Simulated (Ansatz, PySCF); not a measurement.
Spin states of CrH2O2 (SMILES [OH][Cr][OH]), each relaxed with B3LYP-D3(BJ)/def2-TZVP.
State 1 (charge 0, multiplicity 5):
```xyz
5

Cr     0.333    -0.233     0.352
O      1.354    -0.065    -1.133
H      1.544     0.717    -1.656
O     -1.298    -0.512     1.084
H     -1.987     0.123     1.296
```
State 2 (charge 0, multiplicity 1):
```xyz
5

Cr     0.196    -0.477     0.138
O      1.336     0.073    -1.039
H      1.666     0.709    -1.675
O     -1.229    -0.361     1.109
H     -2.022     0.086     1.411
```

Singlets are restricted, other states unrestricted; no spin–orbit coupling, no relativity up to Kr; see below for the cores. The largest T1 diagnostic is 0.038.

Correlated levels freeze the inner cores; with def2 sets outer-core shells near the valence are correlated too. CBS(a, b) extrapolates the correlation energy as X⁻³ and adds the Hartree–Fock energy of set b.

The values were computed with Ansatz (Gaussian orbitals); PySCF for the dispersion terms. Values without a source in brackets are computed.

| level | energy of the multiplicity-1 state less that of the multiplicity-5 state (eV) |
|---|---|
| PBE-D4/def2-TZVPP | 2.218 |
| BLYP/def2-TZVPP | ___ |
| r2SCAN/def2-TZVPP | 2.707 |
| r2SCANh/def2-TZVPP | ___ |
| PBE0/def2-TZVPP | 2.747 |
| PBE0-D3(BJ)/def2-TZVPP | 2.747 |
| B2PLYP/def2-TZVPP | 2.298 |
| CCSD(T)/def2-TZVPP | 2.355 |
| CCSD(T)/CBS(def2-SVP, def2-TZVPP) | 2.315 |

### Question
Fill in the missing entries.

### Answer

- BLYP/def2-TZVPP, energy of the multiplicity-1 state less that of the multiplicity-5 state (eV): 1.834
- r2SCANh/def2-TZVPP, energy of the multiplicity-1 state less that of the multiplicity-5 state (eV): 2.874

Doubts at one or more of the structures used: a restricted determinant that unrestricted orbitals would lower (B2PLYP/def2-TZVPP, CCSD(T)/def2-TZVPP, CCSD(T)/CBS(def2-SVP, def2-TZVPP)).

Ansatz is an electronic-structure program.
